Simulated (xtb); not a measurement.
xtb input (GFN1-xTB):

```bash
xtb mol.xyz --gfn 1 --opt tight --chrg 0 --uhf 0
```
mol.xyz:
```
4

O     -0.00000000    -0.00000000    -2.01585676
B     -0.00000000    -0.00000000    -0.81788386
B      0.00000000     0.00000000     0.81788386
O      0.00000000     0.00000000     2.01585676
```

Output:

```
           -------------------------------------------------
          |                Calculation Setup                |
           -------------------------------------------------

           -------------------------------------------------
          |                 G F N 1 - x T B                 |
           -------------------------------------------------

        Reference                      10.1021/acs.jctc.7b00118
      * Hamiltonian:
        H0-scaling (s, p, d)           1.850000    2.250000    2.000000
        zeta-weighting                 0.000000
      * Dispersion:
        s8                             2.400000
        a1                             0.630000
        a2                             5.000000
        s9                             0.000000
      * Repulsion:
        kExp                           1.500000
        rExp                           1.000000
      * Coulomb:
        alpha                          2.000000
        third order                    atomic
        anisotropic                    false
      * Halogen bond correction:
        rad-scale                      1.300000
        damping                        0.440000

          ...................................................
          :                      SETUP                      :
          :.................................................:
          :  # basis functions                  16          :
          :  # atomic orbitals                  16          :
          :  # shells                            8          :
          :  # electrons                        18          :
          :  # halogen bonds                     0          :
          :  max. iterations                   250          :
          :  Hamiltonian                  GFN1-xTB          :
          :  restarted?                      false          :
          :  GBSA solvation                  false          :
          :  PC potential                    false          :
          :  electronic temp.          300.0000000     K    :
          :  accuracy                    1.0000000          :
          :  -> integral cutoff          0.2500000E+02      :
          :  -> integral neglect         0.1000000E-07      :
          :  -> SCF convergence          0.1000000E-05 Eh   :
          :  -> wf. convergence          0.2000000E-04 e    :
          :  Broyden damping             0.4000000          :
          :  net charge                          0          :
          :  unpaired electrons                  0          :
          ...................................................

 iter      E             dE          RMSdq      gap      omega  full diag
   1    -12.3391597 -0.123392E+02  0.983E+00    6.49       0.0  T
   2    -12.4591863 -0.120027E+00  0.599E+00    6.17       1.0  T
   3    -12.4684148 -0.922846E-02  0.317E+00    6.35       1.0  T
   4    -12.4716381 -0.322324E-02  0.364E-01    6.27       1.0  T
   5    -12.4722206 -0.582522E-03  0.259E-02    6.29       1.9  T
   6    -12.4722226 -0.206983E-05  0.119E-02    6.29       4.2  T
   7    -12.4722232 -0.513713E-06  0.250E-04    6.29     200.3  T
[...]
 Dispersion                     ...        0 min,  0.000 sec (  0.880%)
 classical contributions        ...        0 min,  0.000 sec (  0.236%)
 integral evaluation            ...        0 min,  0.001 sec ( 33.792%)
 iterations                     ...        0 min,  0.000 sec ( 11.718%)
 molecular gradient             ...        0 min,  0.001 sec ( 46.803%)
 printout                       ...        0 min,  0.000 sec (  3.266%)

         :::::::::::::::::::::::::::::::::::::::::::::::::::::
         ::                     SUMMARY                     ::
         :::::::::::::::::::::::::::::::::::::::::::::::::::::
         :: total energy             -12.325120471661 Eh    ::
         :: gradient norm              0.000342153395 Eh/a0 ::
         :: HOMO-LUMO gap              6.300310788344 eV    ::
         ::.................................................::
         :: SCC energy               -12.482407714236 Eh    ::
         :: -> electrostatic           0.076924376257 Eh    ::
         :: repulsion energy           0.158111240398 Eh    ::
         :: dispersion energy         -0.000823997824 Eh    ::
         :: halogen bond corr.         0.000000000000 Eh    ::
         :: add. restraining           0.000000000000 Eh    ::
         :: total charge               0.000000000000 e     ::
         :::::::::::::::::::::::::::::::::::::::::::::::::::::

           -------------------------------------------------
          |                Property Printout                |
           -------------------------------------------------

    * Orbital Energies and Occupations

         #    Occupation            Energy/Eh            Energy/eV
      -------------------------------------------------------------
         1        2.0000           -0.7990696             -21.7438
         2        2.0000           -0.7948067             -21.6278
         3        2.0000           -0.6415643             -17.4579
         4        2.0000           -0.6094870             -16.5850
         5        2.0000           -0.5890945             -16.0301
         6        2.0000           -0.5890945             -16.0301
         7        2.0000           -0.5788519             -15.7514
         8        2.0000           -0.5788519             -15.7514
         9        2.0000           -0.5244487             -14.2710 (HOMO)
        10                         -0.2929165              -7.9707 (LUMO)
        11                         -0.2929165              -7.9707
        12                         -0.1041561              -2.8342
        13                         -0.1041561              -2.8342
        14                          0.0376404               1.0242
        15                          0.9605373              26.1375
        16                          1.5441769              42.0192
      -------------------------------------------------------------
                  HL-Gap            0.2315322 Eh            6.3003 eV
             Fermi-level           -0.4086826 Eh          -11.1208 eV

  Mulliken/CM5 charges         n(s)   n(p)   n(d)
     1O    -0.44521 -0.39771   1.719  4.726  0.000
     2B     0.44521  0.39771   0.976  1.579  0.000
     3B     0.44521  0.39771   0.976  1.579  0.000
     4O    -0.44521 -0.39771   1.719  4.726  0.000

Wiberg/Mayer (AO) data.
largest (>0.10) Wiberg bond orders for each atom

 ---------------------------------------------------------------------------
     #   Z sym  total        # sym  WBO       # sym  WBO       # sym  WBO
 ---------------------------------------------------------------------------
     1   8 O    2.283 --     2 B    2.221
     2   5 B    3.215 --     1 O    2.221     3 B    0.956
     3   5 B    3.215 --     4 O    2.221     2 B    0.956
     4   8 O    2.283 --     3 B    2.221
 ---------------------------------------------------------------------------

Topologies differ in total number of bonds
Writing topology from bond orders to xtbtopo.mol

 dipole moment from electron density (au)
     X       Y       Z
  -0.0000  -0.0000   0.0000  total (Debye):    0.000

           -------------------------------------------------
          |                Geometry Summary                 |
Note: The following floating-point exceptions are signalling: IEEE_UNDERFLOW_FLAG IEEE_DENORMAL
normal termination of xtb
           -------------------------------------------------

      molecular mass/u    :       53.6208659
   center of mass at/Å    :        0.0000000       0.0000000      -0.0000000
  moments of inertia/u·Å² :        0.3379280E-27   0.1415020E+03   0.1415020E+03
rotational constants/cm⁻¹ :        0.4988528E+29   0.1191336E+00   0.1191336E+00

 * 3 selected distances

     #   Z          #   Z                                           value/Å
     1   8 O        2   5 B                                       1.1907847
     2   5 B        3   5 B                                       1.6104190 (max)
     3   5 B        4   8 O                                       1.1907847 (min)

 * 2 distinct bonds (by element types)

   Z      Z             #   av. dist./Å        max./Å        min./Å
   5 B    5 B           1     1.6104190     1.6104190     1.6104190
   5 B    8 O           2     1.1907847     1.1907847     1.1907847

optimized geometry written to: xtbopt.xyz

           -------------------------------------------------
          | TOTAL ENERGY              -12.325120471661 Eh   |
          | GRADIENT NORM               0.000342153395 Eh/α |
          | HOMO-LUMO GAP               6.300310788344 eV   |
           -------------------------------------------------

------------------------------------------------------------------------
------------------------------------------------------------------------
 total:
 SCF:
 ANC optimizer:
```
